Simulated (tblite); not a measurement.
Compound: C10H8O.
Atom-mapped SMILES: `[OH:1][c:2]1[cH:3][cH:4][cH:5][c:6]2[cH:7][cH:8][cH:9][cH:10][c:11]12` (hydrogens: H12 on O1; H13 on C3; H14 on C4; H15 on C5; H16 on C7; H17 on C8; H18 on C9; H19 on C10)

Computed geometry: GFN2-xTB, gas phase.

Problem. What internal coordinates does the optimisation give?

Solution. 
| bond | length (bohr) | order |
| --- | --- | --- |
| O1–C2 | 2.570 | single |
| C2–C3 | 2.599 | aromatic |
| C3–C4 | 2.641 | aromatic |
| C4–C5 | 2.583 | aromatic |
| C5–C6 | 2.663 | aromatic |
| C6–C7 | 2.667 | aromatic |
| C7–C8 | 2.581 | aromatic |
| C8–C9 | 2.649 | aromatic |
| C9–C10 | 2.583 | aromatic |
| C10–C11 | 2.668 | aromatic |
| C2–C11 | 2.689 | aromatic |
| C6–C11 | 2.687 | aromatic |
| O1–H12 | 1.822 | single |
| C3–H13 | 2.038 | single |
| C4–H14 | 2.040 | single |
| C5–H15 | 2.040 | single |
| C7–H16 | 2.042 | single |
| C8–H17 | 2.041 | single |
| C9–H18 | 2.041 | single |
| C10–H19 | 2.048 | single |

Orders are formal, as drawn. A selection of angles:
| angle | degrees |
| --- | --- |
| O1–C2–C3 | 117.5 |
| O1–C2–C11 | 122.2 |
| C3–C2–C11 | 120.3 |
| C2–C3–C4 | 120.7 |
| C3–C4–C5 | 120.5 |
| C4–C5–C6 | 120.5 |
| C5–C6–C7 | 121.4 |
| C5–C6–C11 | 119.7 |
| C7–C6–C11 | 118.9 |
| C6–C7–C8 | 121.2 |
| C7–C8–C9 | 120.0 |
| C8–C9–C10 | 120.4 |
| C9–C10–C11 | 121.1 |
| C2–C11–C10 | 123.3 |
| C2–C11–C6 | 118.3 |
| C6–C11–C10 | 118.4 |
| H12–O1–C2 | 110.3 |

Torsions: H12–O1–C2–C3 180° (antiperiplanar).

Of the pairs four or more bonds apart, H12···H19 is among the closest relative to their van der Waals radii: 1.87 Å, 78 % of the sum of Bondi's values. The C–C distances run from 1.366 Å (C7–C8, aromatic) to 1.423 Å (C2–C11, aromatic), a spread of 0.057 Å. The 11 heavy atoms lie in one plane (0.001 Å rms). The 6-membered ring C6–C7–C8–C9–C10–C11 has internal angles of 118.4° to 121.2°; it is planar, 0.00 Å rms from its mean plane, widest ring torsion 0°. The 6-membered ring C2–C3–C4–C5–C6–C11 has internal angles of 118.3° to 120.7°; it is planar, 0.00 Å rms from its mean plane, widest ring torsion 0°.

Point group: Cs (tolerance 0.08 Å). Its GFN2-xTB frequencies are all real (lowest 110 cm⁻¹). The numbers are those of one conformer (H–O1–C2–C3 180°).

Time: 0.38 s. Hardware: one thread of an Intel Xeon Platinum 8488C, no GPU (shared host). These figures are those of the optimisation.
